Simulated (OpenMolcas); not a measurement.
# Ga+: CASPT2 settings compared

| Quantity | Value |
| --- | --- |
| Program | OpenMolcas |
| Basis | ANO-RCC-VDZ [5s4p1d] |
| Scalar Hamiltonian | DKH4, point nucleus |
| Active space | 2 electrons in 4 orbitals (4s 4p) |
| State averaging | 2S+1 = 3 even, 3 roots; 2S+1 = 1 even, 1 root kept (CI in the orbitals of an earlier block); 2S+1 = 3 odd, 3 roots; 2S+1 = 1 odd, 3 roots kept (CI in the orbitals of an earlier block) |
| Spin-orbit coupling | RASSI with atomic mean-field integrals over the reference wave functions, term energies averaged over their components |

Methods on the same reference wave functions:
A. CASSCF
B. SS-CASPT2, IPEA 0.15 Eh, sigma1 regulariser 0.4 Eh (closed shells correlated: 3d)
C. SS-CASPT2, IPEA 0.2 Eh, imaginary shift 0.15 Eh (closed shells correlated: 3d)
D. SS-CASPT2, IPEA 0.2 Eh, imaginary shift 0.1 Eh (closed shells correlated: 3s 3p 3d)

Energies in cm-1 above 4s2 1S0, the measured ground level; measured values from NIST Handbook of Basic Atomic Spectroscopic Data.

```csv
Level,A,B,C,D,Measured
4s2 1S0,0.0,0.0,0.0,0.0,0.0
4s 4p 3P* 0,43121,44935,44929,44988,47368
4s 4p 3P* 1,43534,45347,45341,45400,47814
4s 4p 3P* 2,44392,46205,46200,46259,48750
4s 4p 1P* 1,76871,76224,76214,76206,70701
```

Deviations, from unrounded energies. A percentage is the sum of absolute deviations over the sum of measured energies, with the sign that they share, or ± where signs differ.

| Against measurement | Levels | A | B | C | D |
| --- | --- | --- | --- | --- | --- |
| mean absolute deviation (cm-1) | 4 | 4800 | 3200 | 3200 | 3200 |
| other configurations (%) | 4 | ±8.9 | ±6.0 | ±6.0 | ±6.0 |

B, C, D lie about equally close to measurement and A furthest from it. The largest miss of D in the table is 4s 4p 1P* 1, by +5500 cm-1. The ranking rests on the paired levels alone, and a cruder setting can come out closer through cancelling errors.

Among B to D the level of the table that moves most is 4s 4p 3P* 0, by 59 cm-1 (lowest in C, highest in D).

The lowest spin-free term lies below A's lowest term by 0.014 hartree in B, 0.014 hartree in C, 0.020 hartree in D.

Terms from blocks run as CI alone lack orbitals of their own. Without dynamic correlation excited terms often stand tens of per cent too high (terms of higher spin than the ground term too low), and those without a measured partner can miss by more than the paired ones (holds for A). Measured partners are found by configuration, term and J. A level has none where our copy of the source lacks it or the pairing is in doubt (some pairs that miss far off the trend of their configuration count as doubtful), and it then counts in no deviation. Levels of configurations outside the active space are missing. Levels that lie high or do not pair safely by name in every column are left out.

* marks odd parity.
